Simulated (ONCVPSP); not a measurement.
Cr (Z = 24): excitation energies, all-electron against ONCV

```
Element                 : Cr (Z = 24)
Generator               : ONCVPSP 4.0.1
Type                    : optimised norm-conserving Vanderbilt (ONCV)
Functional              : LDA (Perdew-Wang 92)
Relativity              : scalar-relativistic
Frozen core             : [Ne]
Valence charge          : 14
Reference configuration : 3s2 3p6 3d5 4s0.5 4p0.5
Partial waves           : 3s+4s: rc 1.70 bohr, ncon 4, nbas 8, qcut 9 1/bohr, 2 projectors; 3p+4p: rc 1.90 bohr, ncon 4, nbas 7, qcut 7.9 1/bohr, 2 projectors; 3d: rc 1.15 bohr, ncon 5, nbas 9, qcut 14.6 1/bohr, 2 projectors, debl 1.3 Ha
Local potential         : polynomial inside 0.80 bohr (lpopt 4, dvloc0 4 Ha)
Core correction         : polynomial model core, fcfact 0.3
```

Energies are relative to the spin-unpolarised reference configuration 3s2 3p6 3d5 4s0.5 4p0.5; without spin polarisation the order of configurations can differ from experiment.

| valence configuration | charge | ΔE all-electron (eV) | error AE − PS (meV) |
| --- | --- | --- | --- |
| 3s2 3p6 3d5 4s1 4p0 | 0 | -1.575 | +0.1 |
| 3s2 3p6 3d5 4s0 4p0 | +1 | 5.558 | -0.1 |
| 3s2 3p6 3d4 4s0 4p0 | +2 | 21.902 | -0.9 |
| 3s2 3p6 3d4 4s1 4p1 | 0 | 2.042 | +3.1 |
